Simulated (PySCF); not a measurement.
A GIAO shielding run with PySCF (density fitting, non-relativistic, gas phase) on SMILES CC/C=C\[Si@@H](O)SC, C5H12OSSi:

```
$ OMP_NUM_THREADS=1 python probes_run.py task.json out

{"job": {"kind": "nmr", "xc": "PBE0", "basis": "pcSseg-1"}, "charge": 0, "multiplicity": 1}
C     -2.609062     0.439718    -1.148938
C     -1.187966     0.955130    -0.914161
C     -0.891625     0.997947     0.548669
C     -0.172159     0.100684     1.213570
Si     0.683886    -1.418443     0.514564
O     -0.396001    -2.388440    -0.209287
S      2.170695    -0.904995    -0.972982
C      3.111057     0.331524    -0.034151
H     -2.839572     0.436009    -2.211638
H     -3.334898     1.069133    -0.637763
H     -2.699827    -0.574088    -0.766944
H     -0.480634     0.299170    -1.422948
H     -1.095272     1.960123    -1.334747
H     -1.350277     1.823108     1.084405
H     -0.052861     0.239722     2.281286
H      1.393506    -2.135277     1.573151
H     -0.145512    -2.929255    -0.954381
H      3.918267     0.674174    -0.672774
H      2.458040     1.160366     0.221925
H      3.515068    -0.125630     0.863750
```

Hardware: 1 thread of an Intel Xeon, shared host. The job also computes population analyses, field gradients.

Question: How large is the calculation?

Answer: 80 electrons, 210 basis functions and 1134 auxiliary functions.

Question: How long does it take, and how much memory does it need?

Answer: 120 s of wall time, with 14 SCF cycles and 5 response iterations; peak memory 0.94 GiB. Times on a shared host scatter by some tens of per cent.
